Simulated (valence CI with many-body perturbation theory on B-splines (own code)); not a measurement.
# Se3+: calculated level list

Calculated by configuration interaction combined with many-body perturbation theory (CI+MBPT): three valence electrons over a frozen Dirac-Fock core [Ar] 3d10, a basis of 9 s, 9 p, 8 d, 6 f, 3 g, 1 h functions for each j, with the one-electron correlation potential Σ1 (screened to all orders), the two-electron term Σ2, the three-electron term Σ3, Breit, model QED; selected single and double excitations, second order for the rest, scaled by the run's own slope (own B-spline code, finite nucleus).

Against 16 measured levels this calculation errs by 171 cm⁻¹ on average and by 626 at most. These come from a selection out of Moore, Atomic Energy Levels, vol. II, NSRDS-NBS 35 (1971 reprint of NBS Circular 467, 1952), an old analysis. Levels without a partner in it may be off by more.

Levels 1 to 40 of 40, with energies above the lowest level, 4s2 4p 2P°_1/2. "Leading %" is the weight of the configuration and term that name the level; weights of strongly mixed levels are sums over their largest components and can fall short, so below about 35 % the name and the second component can differ from the true leading terms, or belong to a minority configuration. Lifetimes count E1, E2, E3, M1 and M2 decay at the calculated energies, and are blank where another channel may lead or the interval is too uncertain; long ones can be off by a factor of two.

```tsv
No.	Configuration	Term	J	E (cm⁻¹)	Leading %	Second component	Lifetime	g
1	4s2 4p	2P°	1/2	0.0	97			0.666
2	4s2 4p	2P°	3/2	4364	97		1.33 s	1.334
3	4s 4p2	4P	1/2	79143	99		257 ns	2.666
4	4s 4p2	4P	3/2	80890	99		1.43 μs	1.734
5	4s 4p2	4P	5/2	83327	98		447 ns	1.597
6	4s 4p2	2D	3/2	103977	85	12 % 4s2 4d 2D	2.65 ns	0.802
7	4s 4p2	2D	5/2	104471	85	12 % 4s2 4d 2D	3.26 ns	1.204
8	4s 4p2	2S	1/2	128612	87	10 % 4s 4p2 2P	243 ps	1.863
9	4s 4p2	2P	1/2	136135	86	10 % 4s 4p2 2S	106 ps	0.808
10	4s 4p2	2P	3/2	138375	95		96.9 ps	1.331
11	4s2 4d	2D	3/2	153127	84	11 % 4s 4p2 2D	79.7 ps	0.801
12	4s2 4d	2D	5/2	153520	84	11 % 4s 4p2 2D	83.6 ps	1.200
13	4s2 5s	2S	1/2	157224	96		162 ps	2.002
14	4s2 5p	2P°	1/2	189782	95		1.27 ns	0.666
15	4s2 5p	2P°	3/2	190970	95		1.21 ns	1.334
16	4p3	2D°	3/2	203440	62	33 % 4s 4p 4d 2D°	1.72 ns	0.814
17	4p3	2D°	5/2	204187	64	33 % 4s 4p 4d 2D°	1.84 ns	1.200
18	4p3	4S°	3/2	208655	96		111 ps	1.982
19	4s 4p 4d	4F°	3/2	222237	97		14.8 ns	0.403
20	4s 4p 4d	4F°	5/2	223152	96		8.81 ns	1.030
21	4s 4p 4d	4F°	7/2	224513	96		7.09 ns	1.239
22	4p3	2P°	1/2	226142	72	24 % 4s 4p 4d 2P°	329 ps	0.666
23	4p3	2P°	3/2	226457	67	26 % 4s 4p 4d 2P°	339 ps	1.337
24	4s 4p 4d	4F°	9/2	226491	98			1.334
25	4s2 4f	2F°	7/2	229456	89	6 % 4s 4p 4d 2F°	336 ps	1.144
26	4s2 4f	2F°	5/2	229487	89	6 % 4s 4p 4d 2F°	344 ps	0.857
27	4s 4p 4d	4P°	5/2	235788	61	34 % 4s 4p 4d 4D°	91.2 ps	1.513
28	4s 4p 4d	4D°	3/2	236245	63	34 % 4s 4p 4d 4P°	78.3 ps	1.386
29	4s 4p 4d	4D°	1/2	236581	86	11 % 4s 4p 4d 4P°	71.0 ps	0.301
30	4s2 5d	2D	3/2	237488	96		433 ps	0.799
31	4s2 5d	2D	5/2	237640	96		459 ps	1.200
32	4s 4p 4d	4D°	7/2	238770	97		71.2 ps	1.427
33	4s 4p 4d	4P°	1/2	239123	83	11 % 4s 4p 4d 4D°	88.1 ps	2.369
34	4s 4p 4d	4D°	5/2	239187	63	33 % 4s 4p 4d 4P°	78.8 ps	1.449
35	4s 4p 4d	4P°	3/2	239246	61	35 % 4s 4p 4d 4D°	84.4 ps	1.543
36	4s2 6s	2S	1/2	240119	96		275 ps	2.002
37	4s 4p 5s	4P°	1/2	245590	91	5 % 4s 4p 4d 4P°	440 ps	2.631
38	4s 4p 4d	2D°	3/2	246163	72	23 % 4p3 2D°	93.5 ps	0.807
39	4s 4p 4d	2D°	5/2	246165	66	21 % 4p3 2D°	95.5 ps	1.184
40	4s 4p 5s	4P°	3/2	246968	91		348 ps	1.717
```

Names give the largest LS component (configuration and term), which can be under half, so a name can repeat, a term be missing and a line seem to break the LS rules; names also repeat where a configuration has a term twice.

Where two levels of one J and parity lie close, their mixing, g and order are uncertain.

The ionisation energy to 4s2 1S_0 of the next ion comes out as 42.954 eV (NIST: 42.947 eV (measured)). All 40 levels together are meant to be complete up to 247132 cm⁻¹.
